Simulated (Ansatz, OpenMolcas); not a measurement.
# A ladder of methods for CH6GeSi (SMILES [CH2]1[SiH2][GeH2]1)

CH6GeSi has 9 atoms, charge 0, and is taken as a singlet. SMILES: `[CH2]1[SiH2][GeH2]1`. The shape is that of a PBE0-D4/def2-TZVP optimisation.

Quantity: the vertical energy of the triplet above the singlet, in eV. The values are calculated.

```json
{"level": "HF/cc-pVDZ", "kind": "Hartree–Fock", "program": "OpenMolcas", "value (eV)": "4.10", "CPU time (all runs)": "30 s"}
{"level": "PBE/cc-pVDZ", "kind": "GGA", "program": "OpenMolcas", "value (eV)": "4.12", "CPU time (all runs)": "2.4 min"}
{"level": "revPBE/cc-pVDZ", "kind": "GGA", "program": "OpenMolcas", "value (eV)": "4.10", "CPU time (all runs)": "2.3 min"}
{"level": "M06-2X/cc-pVDZ", "kind": "hybrid meta-GGA", "program": "OpenMolcas", "value (eV)": "4.23", "CPU time (all runs)": "3.4 min"}
{"level": "PBE0/cc-pVDZ", "kind": "global hybrid", "program": "OpenMolcas", "value (eV)": "4.21", "CPU time (all runs)": "2.2 min"}
{"level": "HSE06/cc-pVDZ", "kind": "range-separated hybrid", "program": "Ansatz", "value (eV)": "4.20", "CPU time (all runs)": "37 s"}
{"level": "wB97M-V/cc-pVDZ", "kind": "range-separated hybrid", "program": "Ansatz", "value (eV)": "4.40", "CPU time (all runs)": "4.3 min"}
{"level": "RPA@PBE0/cc-pVDZ", "kind": "RPA", "program": "Ansatz", "value (eV)": "4.41", "CPU time (all runs)": "47 s"}
```

All-electron rows without a relativistic Hamiltonian named are non-relativistic. The values span 4.10 to 4.41 eV. CPU times are rough (shared hosts, several kinds of processor and program).
